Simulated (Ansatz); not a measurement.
This geometry of ClH3Sn + H (6 atoms, charge 0, multiplicity 2) is a first-order saddle point.

All numbers below come from UKS PBE/def2-SVP (Ansatz).

```xyz
6
Properties=species:S:1:pos:R:3
Sn 0.001 0.000 -0.003
Cl 0.003 0.000 2.463
H 1.654 0.000 -0.501
H -0.827 1.432 -0.498
H -0.827 -1.432 -0.499
H -0.002 0.000 4.291
```

**Question.** Which two structures does it join? (They come from a converged band through this point; their orientation in space is the band's.)

**Answer.** Bonds broken: Sn1–Cl2. Bonds formed: Cl2–H6. ClH3Sn + H becomes ClH + H3Sn.

First end point:

```xyz
6
Properties=species:S:1:pos:R:3
Sn 0.003 0.000 -0.228
Cl 0.022 0.000 2.151
H 1.653 0.000 -0.727
H -0.828 1.432 -0.707
H -0.828 -1.432 -0.707
H -0.021 0.000 5.471
```

Last end point:

```xyz
6
Properties=species:S:1:pos:R:3
Sn 0.000 0.000 -0.306
Cl 0.005 0.000 3.476
H 1.638 0.000 -0.899
H -0.820 1.419 -0.898
H -0.820 -1.419 -0.898
H -0.001 0.000 4.776
```

**Question.** How far does it lie above each of them?

**Answer.** 3.0 kcal/mol above the first and 15.1 kcal/mol above the second. This is the barrier of this one path; another mechanism may lie lower.

Run time: 2.5 min on 1 thread of AMD EPYC 7R43 64-Core Processor (Zen 3), with other jobs on the host, peak memory 0.15 GiB.
